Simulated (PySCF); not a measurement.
## Unknowns

Gas phase, relativity neglected, equivalent nuclei averaged, one computed conformer. Structure optimised with GFN2-xTB; PBE0/pcSseg-1 with gauge-including orbitals; PySCF 2.14.

Chemical shifts δ = σref − σ; TMS for ¹H (σref 31.72), ¹³C (σref 186.93), all at this level. Where no couplings were computed, multiplicities follow the n + 1 count of equivalent neighbours, and m marks all less simple cases (inequivalent or close neighbours, rings, F or P nearby). Shifts are as computed. Against solution values, carbons near 30 ppm lie about +3 ppm off and those near 130 ppm about +5 ppm. Of 1211 compounds with measured shifts, 218 miss one by over three times the rms of a fit or turn the order of signals round; such compounds aren't used in these exercises.

Question: C5H12OSi2. ¹H NMR (400 MHz, computed): δ 5.24 (m, 2H), 4.87 (m, 2H), 2.00 (m, 2H), 1.82 (m, 2H), 1.81 (m, 1H), 1.77 (m, 2H), 1.15 (m, 1H). ¹³C{¹H} NMR (computed): δ 32.8, 30.9, 27.7. Identify the compound.

Answer: `InChI=1S/C5H12OSi2/c1-2-4-5(3-1)8-6-7-4/h4-5H,1-3,7-8H2/t4-,5+`. The formula gives 2 degrees of unsaturation (2 rings in the answer). 3 carbon signals for 5 carbons: some carbons are equivalent by symmetry or fast rotation. Carbon types of the structure: 2 × CH, 3 × CH2, leaving 4 H on heteroatoms. δC 32.8, 30.9: sp3 CH2 in a ring; a saturated carbon with 2 carbon neighbours and no heteroatom attached. δC 27.7: sp3 CH bonded to Si. δH 5.24, 4.87: hydrogen on a silicon bonded to C, O, in a 5-membered ring. δH 2.00: hydrogen on an sp3 CH bonded to Si.

This is the structure that produced the data.

Question: C5H12OSi2. ¹H NMR (400 MHz, computed): δ 6.33 (m, 1H), 6.03 (m, 1H), 5.56 (m, 1H), 5.28 (t, 2H), 4.56 (br s, 1H), 4.35 (br s, 1H), 4.18 (t, 3H), -0.09 (m, 2H). ¹³C{¹H} NMR (computed): δ 164.0 (C), 141.4 (CH), 123.6 (CH2), 99.3 (CH2), -5.6 (CH2). Identify the compound.

Answer: `C=CC(=C)O[SiH2]C[SiH3]`. The formula gives 2 degrees of unsaturation (no ring in the answer). 5 carbon signals for 5 carbons: no two carbons are equivalent. Carbon types of the structure: 1 × C, 1 × CH, 3 × CH2, leaving 5 H on heteroatoms. δC 164.0: alkene carbon bearing oxygen; an sp2 carbon further deshielded by the attached heteroatom. δC 141.4: alkene CH; an sp2 carbon of a C=C bond. δC 123.6: terminal =CH2 carbon; an sp2 carbon of a C=C bond. δC 99.3: β carbon of an enol-ether or enamine type C=C; the O or N lone pair pushes π density onto this β carbon and shields it.

This is the structure that produced the data.
